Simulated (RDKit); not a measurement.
RDKit input (MMFF94):

```python
from rdkit import Chem
from rdkit.Chem import AllChem, rdDetermineBonds

mol = Chem.MolFromXYZFile('mol.xyz')
rdDetermineBonds.DetermineBonds(mol, charge=0)
print('SMILES', Chem.MolToSmiles(Chem.RemoveHs(mol)))
ff = AllChem.MMFFGetMoleculeForceField(mol, AllChem.MMFFGetMoleculeProperties(mol))
e0 = ff.CalcEnergy()
flag = ff.Minimize(maxIts=5000, forceTol=1e-5)
print(f'energy {e0:.4f} -> {ff.CalcEnergy():.4f} kcal/mol, converged: {flag == 0}')
print(Chem.MolToXYZBlock(mol))
```
mol.xyz:
```
3

Mg     0.00000000     0.00000000     0.00000000
Cl    -0.00000000    -0.00000000    -2.17569806
Cl     0.00000000     0.00000000     2.17569806
```

From its output:

```
Traceback (most recent call last):
  File "input.py", line 5, in <module>
ValueError: Final molecular charge (0) does not match input (-4); could not find valid bond ordering
```

The program stopped with an error.
